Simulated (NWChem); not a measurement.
Species: GeH3O3 cation

```xyz
7

O     -1.6678     0.2033     0.0000
Ge     0.0107     0.0027     0.0000
O      0.6280    -1.5833     0.0000
O      0.8489     1.4762     0.0000
H     -2.2209    -0.5964     0.0000
H      1.5853    -1.7481     0.0000
H      1.8195     1.4895     0.0000
```
Atoms are numbered in this order, from 1.

Computed with NWChem. Medium grid unless said otherwise, to which SCAN and Minnesota functionals are sensitive. Geometry: optimised at PBE0/def2-SVP. B3LYP is NWChem's, with the RPA form of VWN correlation.

Task: Order these by “highest occupied level (eV)”, lowest first: r2SCAN0/def2-SVP; B3LYP/def2-SVP; PBE/def2-SVP; MPW1K/def2-SVP; M06-L/def2-SVP.

Result: MPW1K/def2-SVP (-17.36), r2SCAN0/def2-SVP (-16.32), B3LYP/def2-SVP (-15.63), M06-L/def2-SVP (-14.61), PBE/def2-SVP (-14.16)
